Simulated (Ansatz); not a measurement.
A series at Si: from `O[SiH](O)O`, ligands are replaced one by one, each step taking up H₂ and setting free H₂O; n counts the steps. Ansatz, PBE0-D4/def2-TZVP geometries. Each molecule was computed in one conformer, which needn't be the lowest.

CBS adds triple-zeta CCSD(T) − MP2 to the MP2 limit, frozen cores; atoms without spin–orbit coupling. 

```csv
n,molecule,"atomization energy, CCSD(T)/CBS (kJ/mol)"
0,`O[SiH](O)O`,3173.5
1,`O[SiH2]O`,2554.9
2,`O[SiH3]`,1943.1
3,SiH₄,?
```

Question: By hand: fit a straight line y = ȳ + b (n − n̄) to the 3 given rows and predict n = 3.

Answer: n̄ = 1.000, ȳ = 2557.17; Σ(n − n̄)(y − ȳ) = -1230.40, Σ(n − n̄)² = 2.000, so b = -615.20 kJ/mol a step. Prediction: 2557.17 + (-615.20) × (2.000) = 1326.8 kJ/mol.

Question: By hand: compare with the computed value, 1362.7 kJ/mol, and give the steps along the whole series.

Answer: The line misses by 35.9 kJ/mol (computed minus predicted). Steps: -618.6, -611.8, -580.4 kJ/mol.

The steps differ by up to 38.2 kJ/mol, small against a whole step but well beyond the method's doubt, so the ligands' effects don't simply add. The miss is 2.0 % of the series' range. The energies themselves are unsure by some kJ/mol a bond, though much of that is common to the series.
